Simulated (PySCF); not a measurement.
Molecule: SMILES [Al]([OH])([OH])[Al]([OH])[OH]. Atoms near the plane z = 0.8 Å, at the CAM-B3LYP/def2-SVP optimised geometry (x, y, z in Å): Al1 (2.1, 0.0, 0.0), O2 (3.0, 0.0, 1.5), Al4 (-0.4, 0.0, 0.0), O5 (-1.2, -1.5, 0.0), O6 (-1.2, 1.5, 0.0), H7 (3.9, 0.0, 1.7), H9 (-2.1, -1.7, 0.0), H10 (-2.1, 1.7, 0.0).

Calculation: CAM-B3LYP/def2-TZVP run with PySCF 2.14.0. The values are rescaled to run from 0 to 1.

```
|:::::::::::::::::::::::::::|
|:::::::::::::::::::::::::::|
|:::::::::::::::::::::::::::|
|:::::::::::::::::::::::::::|
|:::::::::::::::::::::::::::|
|:::::::::::::::::::::::::::|
|::::::..:::::::::::::::::::|
|:::::....:-::::::::::::::::|
|:::::...::--::::::..:::::::|
|:::::...:-=-:..::....::::::|
|:::::...:-=-...::....::::::|
|:::::::::--:...::...:=-::..|
|::::::::...   :--:..=#*-:..|
|::::::::..    :--:..+@#-:..|
|::::::::...   :--:..=#*-:..|
|::::::.::--:...::...:==::..|
|:::::...:-=-...::...:::::::|
|:::::...:-=-:..::....::::::|
|:::::...::--::::::..:::::::|
|:::::....:-::::::::::::::::|
|::::::..:::::::::::::::::::|
|:::::::::::::::::::::::::::|
|:::::::::::::::::::::::::::|
|:::::::::::::::::::::::::::|
|:::::::::::::::::::::::::::|
|:::::::::::::::::::::::::::|
|:::::::::::::::::::::::::::|
```
Scale: ten equal steps from 0.000 (start of ' ') to 1.00 (end of '@'), in the order ' .:-=+*#%@'; x runs from -4.50 to 4.50, y from -4.50 (bottom) to 4.50 (top).

**Question.** Which quantity is mapped?
A) electron localisation function
B) electrostatic potential
C) log10 of the electron density
D) deformation density (molecule minus spherical neutral atoms)

**Answer.** D, deformation density (molecule minus spherical neutral atoms). In full: deformation density (molecule minus spherical neutral atoms) (e/bohr³).
